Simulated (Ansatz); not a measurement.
Gas-phase reaction in SMILES: N[Si](N)(N)F -> [NH][Si](N)(N)F + H atom (the H-N bond at the site shown breaks; other sites are not compared here)
Structures are relaxed separately at B3LYP-D3(BJ)/def2-TZVP in Ansatz (an electronic-structure program), one conformer each, not searched for the lowest. Frequencies are from Ansatz.
Geometry of the first species:
```xyz
11

Si    -0.0002    -0.0018     0.0026
F     -0.4146    -0.7809     1.3493
N      1.5656    -0.2424    -0.6062
N     -0.0631     1.6356     0.4879
N     -1.0581    -0.6779    -1.1568
H      2.3635     0.2069    -0.1887
H      1.8092    -1.0819    -1.1049
H     -0.7089     1.9349     1.2002
H      0.1624     2.3805    -0.1505
H     -1.0301    -0.3922    -2.1215
H     -1.9725    -1.0032    -0.8886
```
Charge 0, spin multiplicity 1.

Quantity: bond dissociation energy (0 K, with B3LYP-D3(BJ) harmonic zero-point energies), in kJ/mol. Correlated levels leave the core frozen unless marked. Open shells are spin-unrestricted. Spin-orbit coupling is left out. Non-relativistic. Basis-set limits of correlation are two-point, X^-3; Hartree-Fock from the larger set. The bracket is a focal-point correction in the basis named.

| level | program | bond dissociation energy (kJ/mol) |
|---|---|---|
| HF/cc-pV(T+d)Z | Ansatz | 341.1 |
| PBE-D4/def2-TZVPD | Ansatz + dftd4 | 444.6 |
| BLYP/def2-TZVPD | Ansatz | 436.3 |
| B97M-V/def2-TZVPD | Ansatz | 449.4 |
| PBE0-D3(BJ)/def2-TZVPD | Ansatz + dftd3 | 450.5 |
| BHLYP/def2-TZVPD | Ansatz | 446.5 |
| r2SCANh/def2-TZVPD | Ansatz | 443.9 |
| CAM-B3LYP/def2-TZVPD | Ansatz | 459.5 |
| MP2/6-31G | Ansatz | 452.4 |
| RI-MP2/CBS(cc-pV(T+d)Z,cc-pV(Q+d)Z)+[CCSD(T)-MP2]/cc-pV(T+d)Z | Ansatz | 474.0 |
